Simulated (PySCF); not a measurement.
# Spinor energies of Ni(4+) (nickel, charge +4)

Start: [Ar] 3d6; 3d3/2 filled at m_j = -3/2, -1/2, +1/2, +3/2; 3d5/2 filled at m_j = +3/2, +5/2. Calculated with PySCF 2.14 in x2c-TZVPall-2c (6s7p4d1f, 54 functions): generalised Hartree-Fock with the X2C-1e Hamiltonian and a Gaussian nucleus; one run each with spin-orbit coupling (SO) switched off, then screened by Boettger's factors.

```csv
spinor shell,electrons,"ε, spin-free (eV)","ε, screened SO (eV)",weight of nominal j (screened SO),"rms radius, screened SO (bohr)"
1s1/2,2,-8466.8,-8466.7,1.000,0.0624
2s1/2,2,-1116.2,-1116.2,1.000,0.265
2p1/2,2,-965.33,-977.91,0.987,0.236
3s1/2,2,-198.08,-198.06,1.000,0.781
3p3/2,4,-150.97,-149.96,0.829,0.823
3p1/2,2,-150.97,-152.99,0.657,0.818
3d3/2,4,-82.415,-82.019,0.665,0.922
3d5/2,2,-82.415,-83.224,0.893,0.916
```

Where does 2p3/2 lie, and what is the 2p spin-orbit splitting (screened SO)?

At -959.16 eV, 18.750 eV above 2p1/2.

| quantity | spin-free | screened SO |
| --- | --- | --- |
| E (hartree) | -1515.06886 | -1515.10543 |
| M_J | 4 | 4 |
| ⟨J²⟩ | 20.004 | 20.004 |
| ⟨L²⟩ | 6.002 | 6.016 |
| ⟨S²⟩ | 6.002 | 5.994 |

Each row is a mean over spinors that exchange with the open shell spreads, by up to 18.881 eV (3p3/2).

Rows whose weight is well below 1 are mixtures of j = l ± 1/2: exchange outweighs spin-orbit coupling there, and the label is only the starting occupation.

Without spin-orbit coupling the j labels of p, d and f shells carry no meaning; the spin-free column gives the mean over the occupied spinors of each nl shell.
